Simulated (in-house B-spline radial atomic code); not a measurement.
Orbital energies and mean radii along the 25-electron series, configuration [Ar] 3d7. The effective charge is n√(-2ε), a non-relativistic measure. Computed with a radial B-spline atomic code at the basis-set limit: Dirac-Hartree-Fock, average of the configuration, finite nuclei.

| ion | Z | energy of 2p1/2 (Eh) | mean radius of 2p1/2 (bohr) | energy of 3d3/2 (Eh) | mean radius of 3d3/2 (bohr) | energy of 2p3/2 (Eh) | mean radius of 2p3/2 (bohr) | effective charge of 2p1/2 |
| --- | --- | --- | --- | --- | --- | --- | --- | --- |
| Ag22+ | 47 | -159.53 | 0.11375 | -40.242 | 0.3186 | -153.01 | 0.11871 | 35.724 |
| Cd23+ | 48 | -168.97 | 0.11085 | -43.396 | 0.30871 | -161.82 | 0.11591 | 36.766 |
| In24+ | 49 | -178.71 | 0.10808 | -46.665 | 0.29942 | -170.87 | 0.11324 | 37.811 |
| Sn25+ | 50 | -188.76 | 0.10543 | -50.048 | 0.29067 | -180.19 | 0.11069 | 38.86 |
| Sb26+ | 51 | -199.12 | 0.10288 | -53.547 | 0.28242 | -189.76 | 0.10824 | 39.911 |
| Te27+ | 52 | -209.78 | 0.10044 | -57.159 | 0.27463 | -199.58 | 0.1059 | 40.967 |
| I28+ | 53 | -220.77 | 0.098091 | -60.887 | 0.26725 | -209.67 | 0.10365 | 42.026 |
| Xe29+ | 54 | -232.07 | 0.095831 | -64.73 | 0.26025 | -220 | 0.10149 | 43.088 |
| Cs30+ | 55 | -243.7 | 0.093655 | -68.688 | 0.25361 | -230.6 | 0.099414 | 44.154 |
| Ba31+ | 56 | -255.65 | 0.091559 | -72.762 | 0.24729 | -241.45 | 0.09742 | 45.223 |
| La32+ | 57 | ? | ? | ? | ? | ? | ? | ? |
| Ce33+ | 58 | -280.54 | 0.087585 | -81.256 | 0.23554 | -263.93 | 0.093652 | 47.374 |
| Pr34+ | 59 | -293.48 | 0.0857 | -85.677 | 0.23007 | -275.56 | 0.091871 | 48.455 |
| Nd35+ | 60 | -306.77 | 0.083878 | -90.214 | 0.22484 | -287.44 | 0.090153 | 49.54 |
| Pm36+ | 61 | -320.41 | 0.082116 | -94.868 | 0.21983 | -299.58 | 0.088495 | 50.629 |
| Sm37+ | 62 | ? | ? | ? | ? | ? | ? | ? |
| Eu38+ | 63 | -348.73 | 0.078756 | -104.53 | 0.21044 | -324.65 | 0.085347 | 52.819 |
| Gd39+ | 64 | -363.43 | 0.077154 | -109.53 | 0.20603 | -337.57 | 0.083852 | 53.921 |
| Tb40+ | 65 | ? | ? | ? | ? | ? | ? | ? |
| Dy41+ | 66 | -393.93 | 0.074091 | -119.89 | 0.19773 | -364.2 | 0.081004 | 56.138 |
| Ho42+ | 67 | -409.74 | 0.072626 | -125.25 | 0.19381 | -377.9 | 0.079648 | 57.253 |

Fill in the row of La32+.

energy of 2p1/2 (Eh): -267.92; mean radius of 2p1/2 (bohr): 0.089537; energy of 3d3/2 (Eh): -76.951; mean radius of 3d3/2 (bohr): 0.24128; energy of 2p3/2 (Eh): -252.56; mean radius of 2p3/2 (bohr): 0.0955; effective charge of 2p1/2: 46.297.

Fill in the row of Sm37+.

energy of 2p1/2 (Eh): -334.39; mean radius of 2p1/2 (bohr): 0.080409; energy of 3d3/2 (Eh): -99.638; mean radius of 3d3/2 (bohr): 0.21504; energy of 2p3/2 (Eh): -311.99; mean radius of 2p3/2 (bohr): 0.086894; effective charge of 2p1/2: 51.722.

Fill in the row of Tb40+.

energy of 2p1/2 (Eh): -378.49; mean radius of 2p1/2 (bohr): 0.0756; energy of 3d3/2 (Eh): -114.65; mean radius of 3d3/2 (bohr): 0.2018; energy of 2p3/2 (Eh): -350.75; mean radius of 2p3/2 (bohr): 0.082405; effective charge of 2p1/2: 55.027.

How does the screening of 2p1/2 change?

Z less the effective charge goes from 11.28 at Z = 47 to 9.75 at Z = 67.
